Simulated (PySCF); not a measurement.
# A single-point calculation

[YbH3(NH3)]− (singlet). PySCF 2.14.0, RKS CAM-B3LYP, Yb def2-SVP with ECP28, H def2-SVP, N def2-SVP; non-relativistic Hamiltonian with scalar-relativistic core potentials where named; density fitting; no spin-orbit coupling. Purpose: level CAM-B3LYP.

```python
mol = gto.M(atom='''
Yb     0.23410    -0.23410     0.23410
H      1.21474     1.49057     1.21474
H     -1.49057    -1.21474     1.21474
H      1.21474    -1.21474    -1.49057
N     -1.23026     1.23026    -1.23026
H     -1.82752     1.82752    -0.66068
H     -0.66068     1.82752    -1.82752
H     -1.82752     0.66068    -1.82752''',
    basis={'Yb': 'def2-SVP', 'H': 'def2-SVP', 'N': 'def2-SVP'},
    ecp={'Yb': 'def2-SVP'},
    charge=-1, spin=0)
mf = dft.RKS(mol, xc='CAMB3LYP')
mf.grids.atom_grid = (75, 302)  # f atoms: unpruned, at least (60, 302)
mf = mf.density_fit()  # fitting sets: Yb def2-universal-JKFIT, H def2-universal-JKFIT, N def2-universal-JKFIT
mf.conv_tol = 1e-08; mf.max_cycle = 55
mf.kernel(dm0)  # dm0: converged density of the relaxed state
mf.nuc_grad_method().kernel()
```

Run from Python with OMP_NUM_THREADS=2; the lines above give its settings. Where DIIS fails, smearing, a level shift and second-order steps follow.
It took 7.3 s on 2 threads of AMD EPYC 9R45 96-Core Processor (Zen 5), with other jobs on the host, from an already converged density.

Q: Where do the frontier levels lie, over both spins?

A: HOMO -0.94 eV, LUMO 3.54 eV. 

Q: What are the Mulliken charges and spins?

A: 
```
atom  charge (e)  spin (e)
 Yb1       0.188     0.000
  H2      -0.450     0.000
  H3      -0.450     0.000
  H4      -0.450     0.000
  N5      -0.226     0.000
  H6       0.130     0.000
  H7       0.130     0.000
  H8       0.130     0.000
```

Q: What forces act on the atoms (eV/Å)?

A: 
```
Yb  -0.01  0.01 -0.01
H    0.00 -0.01  0.00
H    0.01  0.00  0.00
H    0.00  0.00  0.01
N   -0.01  0.01 -0.01
H   -0.01  0.01  0.04
H    0.04  0.01 -0.01
H   -0.01 -0.04 -0.01
```
Forces carry noise of the integration grid, about 0.01 to 0.03 eV/Å.

The geometry was relaxed with PBE0 (Yb def2-SVP with ECP28, H def2-SVP, N def2-SVP).
